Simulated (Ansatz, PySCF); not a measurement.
C₃H₆F₂Si, SMILES F[SiH2][C@@H]1C[C@@H]1F. Atoms are numbered in the order given.

```xyz
12

F      2.1909    -0.6614    -1.0916
Si     1.2311     0.0303     0.0291
C     -0.5014    -0.5946    -0.2307
C     -1.5128     0.2573    -0.9876
C     -1.6317     0.0773     0.4752
F     -1.3238     1.1367     1.2753
H      1.7588    -0.3724     1.3615
H      1.2976     1.5040    -0.1610
H     -0.5863    -1.6816    -0.3458
H     -2.2352    -0.2386    -1.6410
H     -1.1798     1.2407    -1.3333
H     -2.4440    -0.5219     0.8989
```
Charge 0, spin multiplicity 1.

Geometry: PBE0-D3(BJ)/def2-SVP. The structure was generated by enumeration; whether it is a known compound was not checked. One conformer was computed; it need not be the lowest.

Two levels are set side by side: PBE-D3(BJ)/def2-SVP (Ansatz, a program for electronic structure) and PBE0-D3(BJ)/def2-SVP (Ansatz). Each level has its own optimised geometry; the coordinates shown are those of the second. Frequencies come from the Hessian of PySCF at each geometry. Differences are taken from unrounded values.

| quantity | PBE0-D3(BJ) |
|---|---|
| mean bond length (Å) | 1.392 |
| bond F1–Si2 (Å) | 1.630 |
| bond Si2–C3 (Å) | 1.860 |
| bond C3–C4 (Å) | 1.524 |
| bond C3–C5 (Å) | 1.492 |
| bond C4–C5 (Å) | 1.479 |
| bond C5–F6 (Å) | 1.363 |
| bond Si2–H7 (Å) | 1.489 |
| bond Si2–H8 (Å) | 1.487 |
| bond C3–H9 (Å) | 1.096 |
| bond C4–H10 (Å) | 1.093 |
| bond C4–H11 (Å) | 1.094 |
| bond C5–H12 (Å) | 1.095 |
| highest harmonic wavenumber (cm⁻¹) | 3252 |
| mean harmonic wavenumber (cm⁻¹) | 1239 |
| zero-point energy (kcal/mol) | 53.14 |

### Question
What does PBE-D3(BJ) give, and how far is it from PBE0-D3(BJ)? (The exact figures need the calculation; the answer reports its results.)

### Answer

```json
[
 {"quantity": "mean bond length (Å)", "PBE-D3(BJ)": "1.403", "PBE-D3(BJ) minus PBE0-D3(BJ)": "0.011"},
 {"quantity": "bond F1–Si2 (Å)", "PBE-D3(BJ)": "1.644", "PBE-D3(BJ) minus PBE0-D3(BJ)": "0.015"},
 {"quantity": "bond Si2–C3 (Å)", "PBE-D3(BJ)": "1.871", "PBE-D3(BJ) minus PBE0-D3(BJ)": "0.011"},
 {"quantity": "bond C3–C4 (Å)", "PBE-D3(BJ)": "1.535", "PBE-D3(BJ) minus PBE0-D3(BJ)": "0.012"},
 {"quantity": "bond C3–C5 (Å)", "PBE-D3(BJ)": "1.504", "PBE-D3(BJ) minus PBE0-D3(BJ)": "0.012"},
 {"quantity": "bond C4–C5 (Å)", "PBE-D3(BJ)": "1.490", "PBE-D3(BJ) minus PBE0-D3(BJ)": "0.012"},
 {"quantity": "bond C5–F6 (Å)", "PBE-D3(BJ)": "1.379", "PBE-D3(BJ) minus PBE0-D3(BJ)": "0.016"},
 {"quantity": "bond Si2–H7 (Å)", "PBE-D3(BJ)": "1.500", "PBE-D3(BJ) minus PBE0-D3(BJ)": "0.012"},
 {"quantity": "bond Si2–H8 (Å)", "PBE-D3(BJ)": "1.499", "PBE-D3(BJ) minus PBE0-D3(BJ)": "0.012"},
 {"quantity": "bond C3–H9 (Å)", "PBE-D3(BJ)": "1.104", "PBE-D3(BJ) minus PBE0-D3(BJ)": "0.008"},
 {"quantity": "bond C4–H10 (Å)", "PBE-D3(BJ)": "1.101", "PBE-D3(BJ) minus PBE0-D3(BJ)": "0.008"},
 {"quantity": "bond C4–H11 (Å)", "PBE-D3(BJ)": "1.102", "PBE-D3(BJ) minus PBE0-D3(BJ)": "0.008"},
 {"quantity": "bond C5–H12 (Å)", "PBE-D3(BJ)": "1.104", "PBE-D3(BJ) minus PBE0-D3(BJ)": "0.009"},
 {"quantity": "highest harmonic wavenumber (cm⁻¹)", "PBE-D3(BJ)": "3157", "PBE-D3(BJ) minus PBE0-D3(BJ)": "-95"},
 {"quantity": "mean harmonic wavenumber (cm⁻¹)", "PBE-D3(BJ)": "1194", "PBE-D3(BJ) minus PBE0-D3(BJ)": "-45"},
 {"quantity": "zero-point energy (kcal/mol)", "PBE-D3(BJ)": "51.22", "PBE-D3(BJ) minus PBE0-D3(BJ)": "-1.93"}
]
```

GGA bonds tend to be longer and softer than those of functionals with exact exchange. Differences between two approximate levels are no errors against the true value.
